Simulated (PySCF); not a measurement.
Compound: C8H7FO2.
Numbering: `[O:1]=[C:2]([OH:3])[CH2:4][c:5]1[cH:6][cH:7][cH:8][cH:9][c:10]1[F:11]` (hydrogens: H12 on O3; H13, H14 on C4; H15 on C6; H16 on C7; H17 on C8; H18 on C9)

The same species was optimised twice, with GFN2-xTB and with PBE0-D3(BJ)/def2-SVP (PySCF), and the same property calculations (PySCF, gas phase) were run on both structures.

```
     coordinate  GFN2-xTB  PBE0-D3(BJ)/def2-SVP  change
    C10–F11 (Å)     1.352                 1.335  -0.017
      C6–C7 (Å)     1.384                 1.394  +0.010
      C8–C9 (Å)     1.384                 1.394  +0.010
      C7–C8 (Å)     1.384                 1.393  +0.009
      C5–C6 (Å)     1.387                 1.396  +0.009
     C5–C10 (Å)     1.389                 1.396  +0.007
     C9–C10 (Å)     1.381                 1.387  +0.006
      C2–C4 (Å)     1.516                 1.513  -0.003
      C4–C5 (Å)     1.499                 1.496  -0.003
      C2–O3 (Å)     1.339                 1.340  +0.001
      O1=C2 (Å)     1.199                 1.200  +0.001
   C2–C4–C5 (°)     111.0                 113.2    +2.2
   C4–C5–C6 (°)     122.4                 123.0    +0.6
 C5–C10–F11 (°)     118.7                 118.1    -0.6
 C9–C10–F11 (°)     118.8                 119.2    +0.4
   C6–C7–C8 (°)     120.3                 119.9    -0.4
  C4–C5–C10 (°)     120.0                 119.6    -0.4
   C5–C6–C7 (°)     120.9                 121.2    +0.3
  C6–C5–C10 (°)     117.5                 117.4    -0.1
O1–C2–C4–C5 (°)        12                     6      -6
C2–C4–C5–C6 (°)       -99                  -110     -11
```

Rotational constants: A = 2195, B = 768.1, C = 655.7 MHz (GFN2-xTB) against A = 2289, B = 754.1, C = 647.3 MHz (PBE0-D3(BJ)/def2-SVP). Point groups within 0.08 Å: C1 and C1.

On the GFN2-xTB structure: HOMO (eV) -7.22 [PBE0/pcSseg-1]; LUMO (eV) -0.50 [PBE0/pcSseg-1]; dipole (D) 1.57 [PBE0/pcSseg-1]; GIAO shielding of O1 (ppm) -111.3 [PBE0/pcSseg-1]; GIAO shielding of C2 (ppm) 10.4 [PBE0/pcSseg-1]; GIAO shielding of O3 (ppm) 126.9 [PBE0/pcSseg-1]; GIAO shielding of C4 (ppm) 150.0 [PBE0/pcSseg-1]; GIAO shielding of C5 (ppm) 58.3 [PBE0/pcSseg-1]; GIAO shielding of C6 (ppm) 49.0 [PBE0/pcSseg-1]; GIAO shielding of C7 (ppm) 57.9 [PBE0/pcSseg-1]; GIAO shielding of C8 (ppm) 52.0 [PBE0/pcSseg-1].

What do these properties become on the PBE0-D3(BJ)/def2-SVP structure?

| property | level | on GFN2-xTB | on PBE0-D3(BJ)/def2-SVP | change |
| --- | --- | --- | --- | --- |
| HOMO (eV) | PBE0/pcSseg-1 | -7.22 | -7.18 | +0.04 |
| LUMO (eV) | PBE0/pcSseg-1 | -0.50 | -0.53 | -0.03 |
| dipole (D) | PBE0/pcSseg-1 | 1.57 | 1.74 | +0.17 |
| energy, GFN2-xTB geometry as zero (kcal/mol) | PBE0/pcSseg-1 | 0.0 | -0.6 | -0.6 |
| GIAO shielding of O1 (ppm) | PBE0/pcSseg-1 | -111.3 | -108.7 | +2.6 |
| GIAO shielding of C2 (ppm) | PBE0/pcSseg-1 | 10.4 | 10.3 | -0.1 |
| GIAO shielding of O3 (ppm) | PBE0/pcSseg-1 | 126.9 | 124.4 | -2.5 |
| GIAO shielding of C4 (ppm) | PBE0/pcSseg-1 | 150.0 | 149.0 | -1.0 |
| GIAO shielding of C5 (ppm) | PBE0/pcSseg-1 | 58.3 | 57.6 | -0.7 |
| GIAO shielding of C6 (ppm) | PBE0/pcSseg-1 | 49.0 | 47.4 | -1.6 |
| GIAO shielding of C7 (ppm) | PBE0/pcSseg-1 | 57.9 | 56.1 | -1.8 |
| GIAO shielding of C8 (ppm) | PBE0/pcSseg-1 | 52.0 | 49.3 | -2.7 |

The heavy atoms differ by 0.128 Å rms after alignment. Among bonds between heavy atoms C10–F11 changes most (-0.017 Å). Changes are differences of the printed values. Neither structure is proved a minimum here.

Shape of the structure used: `[O:1]=[C:2]([OH:3])[CH2:4][c:5]1[cH:6][cH:7][cH:8][cH:9][c:10]1[F:11]`: O1–C2–C4–C5 6°, C2–C4–C5–C6 -110°, H–O3–C2–O1 0°.
